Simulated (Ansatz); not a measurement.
Reaction (silylene loss): `[SiH3]N[SiH2][SiH2]Cl` → `N[SiH2][SiH2]Cl` + `[SiH2]`

Program: Ansatz. Geometries: PBE0-D4/def2-TZVP. ΔE: electronic, gas phase. CCSD(T)/CBS is the MP2 limit (def2-TZVPP, def2-QZVPP) plus CCSD(T) − MP2 in def2-TZVPP, frozen cores. This one scheme is used for every species. Functionals use def2-TZVPP. HSE06 is defined as in plane-wave codes. Each species was taken in one conformer, which may not be the lowest.

`[SiH3]N[SiH2][SiH2]Cl`:

Z-matrix (Å, degrees):
```
Si
N 1 1.727
H 1 1.489 2 111.7
H 1 1.485 2 106.5 3 -118.9
H 1 1.486 2 112.0 3 120.9
Si 2 1.726 1 128.6 3 119.0
H 2 1.010 1 116.3 3 -60.2
Si 6 2.346 2 110.8 1 30.9
H 6 1.489 2 108.7 1 150.2
H 6 1.494 2 113.8 1 -90.7
Cl 8 2.067 6 108.6 2 44.9
H 8 1.487 6 110.2 2 162.8
H 8 1.484 6 114.0 2 -75.2
```

`N[SiH2][SiH2]Cl`:

Cartesian coordinates in Å:
```
N 1.487 -0.796 0.419
Si -0.222 -0.735 0.582
Si -0.894 1.216 -0.524
Cl 0.126 1.243 -2.332
H 1.898 -0.614 -0.484
H 2.029 -1.471 0.935
H -0.563 -0.669 2.030
H -0.987 -1.885 0.008
H -0.527 2.458 0.201
H -2.346 1.253 -0.835
```

`[SiH2]`:

Z-matrix (Å, degrees):
```
Si
H 1 1.525
H 1 1.525 2 91.2
```

Q: Is it downhill or uphill in electronic energy at CCSD(T)/CBS, and by how much? (An estimate is asked.)

A: Computed: Uphill: ΔE = +289.9 kJ/mol.

Q: What do these levels give: r2SCAN-D4, r2SCANh-D4, HSE06-D4, CAM-B3LYP, CCSD/def2-SVP, MP2/CBS(def2)? (Estimate.)

A: The calculation gave: r2SCAN-D4 306.6, r2SCANh-D4 307.9, HSE06-D4 296.4, CAM-B3LYP 282.1, CCSD/def2-SVP 270.8, MP2/CBS(def2) 311.5 kJ/mol.

Largest T1 diagnostic among the species: 0.014.

At CCSD(T), def2-SVP lies −15.5 kJ/mol from the extrapolated value and def2-TZVPP −6.6 kJ/mol. From PBE to PBE0 (25 % exact exchange), in def2-TZVPP and without D4, ΔE moves by +12.7 kJ/mol.
